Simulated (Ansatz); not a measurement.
Job for Ansatz (a first-principles code): U-wB97X-V/cc-pV(T+d)Z on C2H5Al (SMILES C=[CH][AlH2]), a point of a bond scan (R = 0.979 Å). Files ending in .json are basis or fitting sets from the Basis Set Exchange.

Ansatz 0.2 input:
```yaml
crystal:
  periodic: [false, false, false]
  atoms:
    - {symbol: Al, position_ang: [-0.13640480, 0.16293037, 1.16257739]}
    - {symbol: H, position_ang: [-0.81514489, 1.59101670, 1.21761631]}
    - {symbol: H, position_ang: [0.17826312, -0.64444815, 2.48571591]}
    - {symbol: C, position_ang: [0.29151772, -0.55237827, -0.58963342]}
    - {symbol: C, position_ang: [0.01802875, 0.14494252, -1.69877918]}
    - {symbol: H, position_ang: [0.75944852, -1.52587481, -0.73005893]}
    - {symbol: H, position_ang: [0.21932500, -0.18341210, -2.59847325]}
    - {symbol: H, position_ang: [-0.44827436, 1.12572183, -1.65786457]}
basis:
  gaussian:
    orbitals: cc-pV_T+d_Z.json
hamiltonian:
  xc: {name: wB97X-V}
magnetization: {spin_polarized: true, initial_magnetization: 0}
```

Output:

```
WARN ansatz: RAYON_NUM_THREADS=1 ignored (pool sized by the plan → 1); use --threads N
Functional definition: wB97X-V
integrals: 0.09 GiB planned
923 factors; their error is unknown
integrals: 0.13 GiB planned
246 factors; integrals over basis functions are off by at most 1.6e-5 eV
mean field: 1.08 GiB planned
mean field evaluation 1: about -8747.2816 eV, gradient 2.5e1 eV
mean field evaluation 2: about -8748.8417 eV, gradient 1.7e1 eV
mean field evaluation 4: about -8750.2159 eV, gradient 3.9e-1 eV
mean field evaluation 8: about -8750.2425 eV, gradient 1.3e-1 eV
mean field evaluation 16: about -8750.2425 eV, gradient 7.9e-5 eV
mean field -8750.24250896 eV, -321.5654810770 hartree, gradient 7.9e-5 eV, S^2 0.000000; 0 other end points of the search recorded, 0 dependent functions left out
reference -8750.24250680 eV, -321.5654809974 hartree; 15, 15 occupied and 154, 154 virtual orbitals, 923 factors
Total energy: -8750.24250680 eV, -321.5654809974 hartree
```

The calculation finished and met its thresholds.

Cost: roughly 9 core-seconds.
